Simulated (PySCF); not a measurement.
CH6ClGeN, SMILES [CH3][Ge@H]([NH2])[Cl]. Atoms are numbered in the order given.

```xyz
10

C     -1.4852    -1.2838    -0.0245
Ge     0.0204    -0.1406    -0.4249
N      1.5662    -1.0779    -0.2315
Cl    -0.0876     1.5230     0.9877
H     -1.5156    -2.1318    -0.7249
H     -1.3948    -1.6700     1.0018
H     -2.4235    -0.7158    -0.1001
H      0.0180     0.4960    -1.8174
H      1.6804    -1.5516     0.6614
H      2.4209    -0.5708    -0.4473
```

Geometry optimised at ωB97X-D3(BJ)/def2-SVP. The structure was generated by enumeration; whether it is a known compound was not checked. The values are those of a single conformer.

Computed with ωB97X/def2-TZVP (PySCF).

Isolated molecule, no solvent.

Computed frontier levels, gap, dipole moment and polarisability:
```json
{
  "highest_occupied_level": "-10.18 eV",
  "lowest_empty_level": "2.68 eV",
  "orbital_gap": "12.85 eV",
  "dipole_moment": "1.90 D",
  "quadrupole, principal values (traceless, Buckingham form, about the centre of nuclear charge)": "-9.61, 3.06, 6.55 D·Å",
  "mean_static_polarisability": "59.9 bohr³ (8.88 Å³)",
  "polarisability_principal_values": "53.3, 59.8, 66.7 bohr³"
}
```
